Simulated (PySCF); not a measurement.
# Structure from NMR data

Molecular formula: C₇H₁₂OSi₂. Simulated spectra:

1H NMR (400 MHz, computed): δ 6.50 (m, 1H), 6.45 (m, 1H), 6.36 (s, 1H), 6.33 (m, 1H), 4.49 (m, 2H), 4.13 (m, 2H), 2.33 (t, 2H), 1.92 (m, 2H).

13C{1H} NMR (computed): δ 232.2 (C), 185.1 (C), 146.9 (CH), 144.9 (CH2), 138.8 (CH), 30.2 (CH2), 17.7 (CH2).

No solvent model, fast rotation and ring inversion assumed for equivalent nuclei, one computed conformer, non-relativistic. NMR shieldings at PBE0/pcSseg-1/GIAO; GFN2-xTB geometry; PySCF.

Shifts are taken against calculated references (same method and geometry level): 1H (σ = 31.72 ppm) and 13C (σ = 186.93 ppm) against TMS.

Propose a structure and justify it.

Answers


1. Rings plus π bonds: 4 (1 ring in the answer).
2. 7 carbon signals for 7 carbons: no two carbons are equivalent.
3. Carbon types of the structure: 2 × C, 2 × CH, 3 × CH2, leaving 4 H on heteroatoms.
4. δC 232.2: carbonyl carbon.
5. δC 185.1: β carbon of a C=C–C=O unit; conjugation with the carbonyl draws π density from the β position.
6. δC 146.9: α carbon of a C=C–C=O unit; as expected for a trigonal carbon in a double bond.
7. δC 144.9: terminal =CH2 carbon; the olefinic region.
8. δC 138.8: alkene CH; as expected for a trigonal carbon in a double bond.
9. δH 6.50, 6.33: hydrogen on a terminal =CH2 carbon; olefinic region.
10. δH 6.36: hydrogen on an α carbon of a C=C–C=O unit; attached to an sp2 carbon and in the plane of the double bond.

Structure: `[SiH2](C=C)CC1=CC(=O)[SiH2]C1`.

The shifts were computed for this structure.

Shifts are as computed. Against solution values, carbons near 30 ppm lie about +3 ppm off and those near 130 ppm about +5 ppm. Of 1211 compounds with measured shifts, 218 miss one by over three times the rms of a fit or turn the order of signals round; such compounds aren't used in these exercises. Multiplicities follow the n + 1 count of equivalent neighbours, as no J values were calculated; m marks all less simple cases, F and P coupling included.
